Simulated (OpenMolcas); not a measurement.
## Cl3+: the spin-orbit constant, Slater's ratio, worked from levels

```json
{"Program": "OpenMolcas", "Basis": "ANO-L-VDZP [4s3p1d]", "Scalar Hamiltonian": "non-relativistic, point nucleus", "Active space": "4 electrons in 8 orbitals (3s 3p 4s 4p)", "State averaging": "2S+1 = 3 even, 3 roots; 2S+1 = 1 even, 9 roots; 2S+1 = 5 odd, 1 root; 2S+1 = 3 odd, 9 roots; 2S+1 = 1 odd, 8 roots", "Spin-orbit coupling": "RASSI with atomic mean-field integrals over the reference wave functions, term energies averaged over their components"}
```

Methods: CASSCF; SS-CASPT2, IPEA 0.25 Eh, imaginary shift 0.1 Eh (closed shells correlated: 2s 2p). Measured levels: Moore, Atomic Energy Levels, vol. I, NSRDS-NBS 35 (1971 reprint of NBS Circular 467, 1949).

**The spin-orbit constant.** For the Hund term ³P of p2, E(J) = (A/2) J(J+1) + constant and ζ = 2S·A = 2A. From J = 0 to J = 2 the energy changes by 3 A.

```tsv
Source	E(2) - E(0)	A	ζ
CASSCF	1152.1	384.0	768
SS-CASPT2	1147.3	382.4	765
measured	1341.0	447.0	894
```

All in cm-1. SS-CASPT2 is off by -14.4 % and CASSCF by -14.1 %. Both methods take the spin-orbit matrix elements from the reference wave functions, so the second can move ζ only through the term energies and any multistate remixing. Second-order mixing with other terms is absorbed into this ζ.

**Slater's ratio.** With one set of orbitals, p2 has ¹D - ³P = 6 F2 and ¹S - ¹D = 9 F2 (F2 = F²/25), a ratio of 3/2. Term energies are centres of gravity, weighted by 2J + 1.

```csv
Source,¹D - ³P,¹S - ³P,F2 from the first,Ratio
CASSCF,15805,29418,2634,0.861
SS-CASPT2,14669,32302,2445,1.202
measured,12857,31641,2143,1.461
```

Energies in cm-1. A ratio away from 3/2 shows effects beyond one configuration with one set of orbitals, and in heavier atoms second-order spin-orbit shifts. In CASSCF the valence s occupation is 1.91 in ¹S against 1.97 in ¹D: mixing out of s² acts most on ¹S and pulls it down.

CASPT2 breaks the degeneracy within a term, and the mean is taken; among the terms shown or strongly mixed into the levels shown the widest spread is 39 cm-1 (3s² 3p² ¹D, SS-CASPT2). Over all roots computed the reference weight is 0.86 to 0.99 in SS-CASPT2; the roots of lowest weight are the least certain, and an intruder state may touch them. The run also gave levels led by 3s² 3p 4p, which use shells meant for correlation; these and all levels above them are left out. The basis is small and was not contracted for so high a charge. Computed and measured levels are paired by configuration, term and J; levels that our copy of the source lacks, or whose pairing is in doubt (as where it misses far off the trend of its configuration), stay unpaired and out of the deviations. Only configurations of the active space appear.
